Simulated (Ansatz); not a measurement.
Geometry optimisation, RKS B3LYP/def2-SVP in Ansatz 0.2.0.

Input:

```yaml
crystal:
  periodic: [false, false, false]
  atoms:
    - { symbol: C, position_ang: [-1.3266, 0.6112, -0.2192] }
    - { symbol: B, position_ang: [-0.4835, -0.4847, 0.4163] }
    - { symbol: Si, position_ang: [1.42, -0.4141, 0.2379] }
    - { symbol: I, position_ang: [2.54447, -2.32476, 1.35422] }
    - { symbol: H, position_ang: [-1.0998, 1.6312, 0.1892] }
    - { symbol: H, position_ang: [-1.2086, 0.6971, -1.329] }
    - { symbol: H, position_ang: [-2.419, 0.4507, -0.0235] }
    - { symbol: H, position_ang: [-0.9479, -1.3546, 0.9994] }
    - { symbol: H, position_ang: [1.8011, -0.39778, -1.23335] }
    - { symbol: H, position_ang: [1.94106, 0.8688, 0.8214] }
basis:
  gaussian: { orbitals: def2-SVP }
hamiltonian:
  xc: b3lyp
relax:
  f_tol: 0.015
  max_steps: 40
output:
  orbitals: {}
```

Run as:

```bash
$ ansatz run input.yaml --threads 2 --pin off --max-ram 3072MiB --backend cpu --events-out ev --progress --plain --runs-dir out
```

Task: Where does it end, and by what steps?

Result: The forces met the threshold. After 28 steps the energy has fallen by 0.346 eV; H8 moved furthest, 1.55 Å.

| step | energy less start (eV) | largest force component (eV/Å) | accepted |
| --- | --- | --- | --- |
| 0 | 0.0000 | 1.870 | yes |
| 1 | -0.2099 | 1.001 | yes |
| 2 | -0.2460 | 0.139 | yes |
| 3 | -0.2474 | 0.069 | yes |
| 4 | -0.2489 | 0.097 | yes |
| 5 | -0.2599 | 0.102 | yes |
| 6 | -0.2631 | 0.064 | yes |
| 7 | -0.2705 | 0.170 | yes |
| 8 | -0.2715 | 0.084 | yes |
| 9 | -0.2761 | 0.196 | yes |
| 10 | -0.2739 | 0.335 | no |
| 11 | -0.2769 | 0.214 | yes |
| 12 | -0.2821 | 0.035 | yes |
| 13 | -0.2830 | 0.020 | yes |
| 14 | -0.2863 | 0.147 | yes |
| 15 | -0.2887 | 0.128 | yes |
| 16 | -0.2941 | 0.223 | yes |
| 17 | -0.2943 | 0.280 | yes |
| 18 | -0.2852 | 0.850 | no |
| 19 | -0.3128 | 0.201 | yes |
| 20 | -0.3199 | 0.212 | yes |
| 21 | -0.3270 | 0.068 | yes |
| 22 | -0.3350 | 0.146 | yes |
| 23 | -0.3339 | 0.325 | no |
| 24 | -0.3399 | 0.098 | yes |
| 25 | -0.3440 | 0.036 | yes |
| 26 | -0.3448 | 0.085 | yes |
| 27 | -0.3454 | 0.040 | yes |
| 28 | -0.3458 | 0.009 | yes |

```xyz
10
Properties=species:S:1:pos:R:3
C -1.449 0.279 -0.374
B -0.356 0.034 0.711
Si 1.611 -0.140 0.312
I 1.651 -2.647 0.172
H -1.704 1.357 -0.261
H -1.142 0.132 -1.420
H -2.389 -0.262 -0.178
H -0.681 -0.096 1.869
H 2.106 0.373 -0.998
H 2.574 0.252 1.380
```

Time of the run: 2.7 min on 2 threads of Arm Neoverse N1, with other jobs on the host, peak memory 0.25 GiB.
